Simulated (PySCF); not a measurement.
Compound: C₇H₁₀.
InChI=1S/C7H10/c1-4-6-7(3)5-2/h4-6H,2-3H2,1H3/b6-4-

Torsions of this conformer, `[CH2:1]=[CH:2][C:3](=[CH2:4])/[CH:5]=[CH:6]\[CH3:7]`: C1–C2–C3–C4 174°, C2–C3–C5–C6 -64°.

The closed-shell ground state was solved at several levels (PySCF, density fitting, gas phase, non-relativistic). The structure is a single PBE0-D3(BJ)/def2-SVP conformer in the gas phase; no vibrational or solvent corrections.

```
             level  basis functions  total energy (Eh)  HOMO (eV)  LUMO (eV)  gap (eV)  dipole (D)
     PBE0/pcSseg-1              169          -272.3262      -6.57      -0.91      5.66        0.47
       B3LYP/pcJ-1              289          -272.7247      -6.34      -1.09      5.25        0.44
CAM-B3LYP/pcSseg-1              169          -272.5042      -7.78       0.22      8.00        0.45
```

(1) Estimate the row for wB97X-D/def2-SVPD, a basis of 220 functions; the other rows only guide the guess.

(2) Over all these levels, which gives the widest orbital gap and which the narrowest?

(3) How far do the dipole and the HOMO energy spread over the levels?

Results:

(1) Total energy -272.4178 Eh, HOMO -8.34 eV, LUMO 0.76 eV, gap 9.10 eV, dipole 0.43 D.

(2) wB97X-D/def2-SVPD (range-separated hybrid) has the widest, 9.10 eV, and B3LYP/pcJ-1 (global hybrid, 20 % exact exchange) the narrowest, 5.25 eV. Functional and basis both differ between the two, so the spread mixes both effects.

(3) The dipole runs from 0.43 to 0.47 D (mean 0.45 D) and the HOMO from -8.34 to -6.34 eV.

wB97X-D is run here without its empirical dispersion term; that term would change no orbital, density or response property at a fixed geometry.
